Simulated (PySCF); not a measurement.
Two structures of GaH₃Cl₂O, singlet, reached by relaxing down either side of one saddle point (PBE0-D4/def2-TZVP). Energies are electronic, without zero-point energy. Program: PySCF 2.14 with density fitting (its default auxiliary sets; JK sets also for MP2 and CCSD(T)). Basis: def2-TZVPP and def2-QZVPP. Cores are frozen in the correlated methods. Filled d shells of the heavier atoms are correlated. The def2 sets are not built for correlating such inner shells, so the correlated values are less sure here. Extrapolation: Hartree–Fock as exp(−7.88 √X), correlation as X^−2.97. First:

Ga1  (0.414, -0.662, -0.457)
H2  (1.601, 0.011, -1.198)
Cl3  (-1.144, -1.689, -1.521)
Cl4  (0.686, -1.400, 1.574)
H5  (-0.143, 1.858, 0.211)
O6  (-0.649, 1.038, 0.236)
H7  (-0.839, 0.850, 1.166)
(Å)

Second:

| atom | x (Å) | y (Å) | z (Å) |
| --- | --- | --- | --- |
| Ga1 | -0.2833 | -0.7090 | -0.0655 |
| H2 | 1.3845 | 1.2260 | -0.7997 |
| Cl3 | -0.4210 | -1.2896 | -2.0922 |
| Cl4 | 1.2306 | -1.5291 | 1.1827 |
| H5 | 0.8122 | 1.6166 | -0.5118 |
| O6 | -1.5177 | 0.3638 | 0.6061 |
| H7 | -1.4110 | 0.5085 | 1.5501 |

**Question.** Which bonds change from the first to the second?

**Answer.** GaHCl₂ ([Cl][GaH][Cl]) + H₂O → GaHCl₂O ([OH][Ga]([Cl])[Cl]) + H₂; bonds formed: H2–H5; dative contacts that become bonds: Ga1–O6; bonds broken: Ga1–H2, H5–O6.

**Question.** Give the saddle point's structure and its height above each. (Judge from chemistry; the value comes from the calculation.)

**Answer.** Computed: 143.7 kJ/mol above the first and 102.9 kJ/mol above the second (CCSD(T) at an estimated basis limit (MP2 extrapolated from triple and quadruple zeta, plus CCSD(T) − MP2 in triple zeta)).
```
7
angstrom
Ga 0.1340 -0.6123 -0.2629
H 0.9731 0.9306 -0.6944
Cl -0.6446 -1.5868 -1.9768
Cl 1.2233 -1.6651 1.2350
H 0.1950 1.2119 -0.1390
O -0.9203 0.8220 0.4392
H -0.9606 0.8996 1.3988
```

T1 diagnostic: at most 0.012.

The step is the kind of ligand exchange by which a precursor binds to a hydroxyl group, or is hydrolysed, in atomic layer deposition of oxides.

Labels in which every atom is bracketed show which atoms are joined, not bond orders.

For scale, one of the runs: CCSD(T)/def2-TZVPP, 205 basis functions, launched by `OMP_NUM_THREADS=4 python run.py`. The run took 19 min on 4 CPU threads of an Arm Neoverse N1 (shared host), with 3.3 GiB of host memory at its peak.
